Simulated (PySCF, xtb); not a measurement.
C₂H₈OSSi, SMILES CO[SiH2]SC.

xtb with GFN2-xTB at its own geometry gives an orbital gap of 4.31 eV and a dipole moment of 1.89 D.

Geometry optimised at PBE-D3(BJ)/def2-SVP. One conformer was computed; it need not be the lowest.

Problem. What does PBE/def2-TZVP (PySCF) give? (An estimate is asked for; the answer gives what the named calculation found.)

Solution. gap 5.23 eV (levels -5.88 and -0.65 eV), dipole 2.22 D.
